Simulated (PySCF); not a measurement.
Compound: C4H12AlN.
SMILES with atom numbers: `[CH3:1][CH2:2][CH2:3][N:4]([CH3:5])[AlH2:6]` (hydrogens: H7, H8, H9 on C1; H10, H11 on C2; H12, H13 on C3; H14, H15, H16 on C5; H17, H18 on Al6)

Computed, not measured: PySCF 2.14.0, density-fitted response routines, TDDFT wB97X-D/def2-SVPD, vertical, gas phase, core orbitals frozen in the response. One conformer (not necessarily the lowest) at the PBE0-D3(BJ)/def2-SVP geometry, without solvent, vibrations or thermal averaging. Torsions of this conformer, `[CH3:1][CH2:2][CH2:3][N:4]([CH3:5])[AlH2:6]`: C1–C2–C3–N4 -67°, C2–C3–N4–C5 169°.

Broadening: Gaussians 0.5 eV wide at half height, area fixed by f = 4.319×10⁻⁹ ∫ε dν̃. The width is an assumption, not a result. The curve ends short of the highest state used, and states not computed would add to its high-energy end.

(E (eV), ε (L mol⁻¹ cm⁻¹)): (4.33, 11), (4.39, 29), (4.44, 62), (4.50, 139), (4.56, 291), (4.61, 504), (4.67, 908), (4.73, 1509), (4.78, 2168), (4.84, 3113), (4.89, 3959), (4.95, 4910), (5.01, 5622), (5.06, 5922), (5.12, 5858), (5.18, 5349), (5.23, 4667), (5.29, 3682), (5.34, 2845), (5.40, 1942), (5.46, 1231), (5.51, 802), (5.57, 467), (5.63, 289), (5.68, 228), (5.74, 225), (5.80, 267), (5.85, 319), (5.91, 381), (5.96, 421), (6.02, 445), (6.08, 440), (6.13, 418), (6.19, 384), (6.25, 362), (6.30, 373), (6.36, 440), (6.41, 553), (6.47, 761), (6.53, 1035), (6.58, 1295), (6.64, 1614), (6.70, 1911), (6.75, 2131), (6.81, 2365), (6.86, 2551), (6.92, 2788), (6.98, 3051), (7.03, 3283), (7.09, 3540), (7.15, 3719), (7.20, 3770), (7.26, 3686), (7.31, 3497), (7.37, 3155), (7.43, 2748)

Task: Locate the maxima and give the states behind the curve.

Result: 244 nm (5.08 eV), ε about 6000, made up of S1 (100%); 205 nm (6.04 eV), ε about 450, made up of S2 (84%) and S3 (15%); 172 nm (7.20 eV), ε about 3800, made up of S5 (10%), S6 (58%) and S8 (26%) (ε in L mol⁻¹ cm⁻¹; maxima over ε = 5, shares over 10%). The states used: S1 5.08 eV (f 0.110); S2 6.02 eV (f 0.0070); S3 6.09 eV (f 0.0013); S4 6.75 eV (f 0.031); S5 7.12 eV (f 0.0076); S6 7.17 eV (f 0.041); S7 7.27 eV (f 0.0004); S8 7.38 eV (f 0.026); S9 7.87 eV (f 0.023); S10 8.03 eV (f 0.018).

Task: What would ε be at 5.08 eV, the highest of these maxima, with half the width (0.25 eV)?

Result: About 11900 L mol⁻¹ cm⁻¹ against 5950, a factor of about 2.00; a lone state at its own centre would give exactly 2.

Task: On this curve, what absorbance would a 10⁻³ mol/L sample give at 254 nm over a 1 cm path?

Result: 254 nm is 4.881 eV, where ε is about 3800 L mol⁻¹ cm⁻¹, so A = ε c l ≈ 3.8 (Beer–Lambert, with the gas-phase spectrum and the assumed width).

Task: Coming from long wavelengths, where does ε first pass 100 L mol⁻¹ cm⁻¹?

Result: At about 277 nm (4.48 eV), 0.61 eV below S1.

All these states lie below the vertical ionisation energy of 8.26 eV (ΔSCF).
